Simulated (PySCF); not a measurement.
A calculated (r2SCAN, PySCF 2.14, x2c-TZVPPall, scalar relativity by spin-free X2C-1e) atom or ion has these occupied shells.

| shell | electrons | orbital energy (eV) | rms radius, mean of both spins (bohr) |
| --- | --- | --- | --- |
| 1s α | 1 | -41806.9 | 0.0275 |
| 1s β | 1 | -41806.9 | 0.0275 |
| 2s β | 1 | -6765.3 | 0.112 |
| 2s α | 1 | -6765.3 | 0.112 |
| 2p α | 3 | -6060.3 | 0.0997 |
| 2p β | 3 | -6060.3 | 0.0997 |
| 3s α | 1 | -1486.7 | 0.291 |
| 3s β | 1 | -1486.0 | 0.291 |
| 3p α | 3 | -1261.4 | 0.290 |
| 3p β | 3 | -1260.7 | 0.290 |
| 3d α | 5 | -941.32 | 0.269 |
| 3d β | 5 | -940.78 | 0.269 |
| 4s α | 1 | -318.05 | 0.661 |
| 4s β | 1 | -316.24 | 0.661 |
| 4p α | 3 | -243.70 | 0.701 |
| 4p β | 3 | -241.83 | 0.701 |
| 4d α | 5 | -136.10 | 0.779 |
| 4d β | 5 | -134.10 | 0.779 |
| 5s α | 1 | -60.074 | 1.57 |
| 5s β | 1 | -58.972 | 1.57 |
| 5p α | 3 | -41.093 | 1.79 |
| 5p β | 3 | -40.295 | 1.79 |
| 4f α | 2 | -24.396 | 1.13 |
| 6p α | 1 | -12.299 | 4.48 |

Problem. Name the element and its charge.

Solution. Pr²⁺ (praseodymium, charge +2), in [Xe] 4f2 6p1, one real determinant (an excited configuration).
